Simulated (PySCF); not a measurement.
Spectrum to structure. Theory: TDDFT CAM-B3LYP/def2-SVPD, vertical, gas phase, core orbitals frozen in the response (PySCF 2.14.0, density-fitted response routines). Geometries: GFN2-xTB, one conformer each.

```tsv
state	ν̃ (cm⁻¹)	f	main configurations (H = HOMO, L = LUMO)
S1	35140	0.0014	H→L (72%), H-1→L (19%)
S2	44820	0.0011	H→L+1 (36%), H-1→L (27%), H-1→L+1 (13%)
S3	51590	0.0038	H-1→L (46%), H→L+1 (29%), H→L (12%)
S4	56920	0.011	H→L+3 (43%), H-1→L+1 (25%), H→L+1 (22%)
S5	59460	0.0070	H→L+2 (69%), H-1→L+2 (12%)
S6	60630	0.035	H-1→L+1 (42%), H→L+3 (34%)
S7	63960	0.060	H-1→L+3 (37%), H→L+4 (25%), H→L+5 (10%)
S8	65230	0.013	H→L+4 (56%), H-1→L+3 (11%), H→L+5 (9%)
```

Triplets computed (Tamm–Dancoff): 3.79, 5.03, 5.91 eV.

Task: Which structure fits?
A. `OC[C@@]12C=CC[C@@H]1C2`
B. `CC(=S)COC(F)(F)F`
C. `CC(=O)CSC(F)(F)F`
D. `CCOC1[SiH2][C@H](C=1)F`

Result: C. Its S1 lies at 4.36 eV; the nearest of the others has S1 at 2.60 eV. S1 is HOMO→LUMO (72%), HOMO-1→LUMO (19%). Löwdin shares by element: HOMO oxygen 33%, sulfur 32%, carbon 18% or more (atoms not listed hold the other 16%); LUMO carbon 39% or more, oxygen 28%, sulfur 16% (atoms not listed hold the other 17%). At the same level the other candidates give, for their lowest levels:
- `CC(=S)COC(F)(F)F`: 2.60 eV (f 0.000); 5.56 eV (f 0.226); 6.32 eV (f 0.066); 6.66 eV (f 0.002); 6.87 eV (f 0.033); T1 2.15 eV; HOMO -8.29, LUMO -1.40 eV
- `CCOC1=C[C@H](F)[SiH2]1`: 6.16 eV (f 0.010); 6.50 eV (f 0.104); 6.82 eV (f 0.012); 6.91 eV (f 0.008); 7.21 eV (f 0.118); T1 4.35 eV; HOMO -8.40, LUMO 0.83 eV
- `OC[C@@]12C=CC[C@@H]1C2`: 6.48 eV (f 0.145); 6.71 eV (f 0.020); 7.09 eV (f 0.006); 7.16 eV (f 0.022); 7.40 eV (f 0.006); T1 4.18 eV; HOMO -8.10, LUMO 1.25 eV

Conformer computed: `[CH3:1][C:2](=[O:3])[CH2:4][S:5][C:6]([F:7])([F:8])[F:9]`: C1–C2–C4–S5 -58°, C2–C4–S5–C6 -65°, C4–S5–C6–F7 -173°.
